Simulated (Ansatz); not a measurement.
```yaml
atoms:
  - { symbol: N, position_ang: [-0.0138, -0.0812, -1.3498] }
  - { symbol: H, position_ang: [0.9525, -0.0455, -1.8259] }
  - { symbol: H, position_ang: [-0.5126, 0.7760, -1.8670] }
  - { symbol: H, position_ang: [-0.4247, -0.8426, -1.7616] }
  - { symbol: Cu, position_ang: [0.0413, 0.0954, 0.6164] }
```

RHF on singlet CuNH₃(+) was run in several spherical basis sets with Ansatz (development build ahead of 0.2.0).

Task: Rank the basis sets by the total energy that they give, lowest first, with the distance from the lowest.
A. 6-31G
B. STO-3G
C. def2-SVP

Result: C (0.00 eV), A (2.02 eV), B (517.69 eV).

Totals follow the description of the cores as much as that of the bonds, so this order isn't one of quality for chemistry.
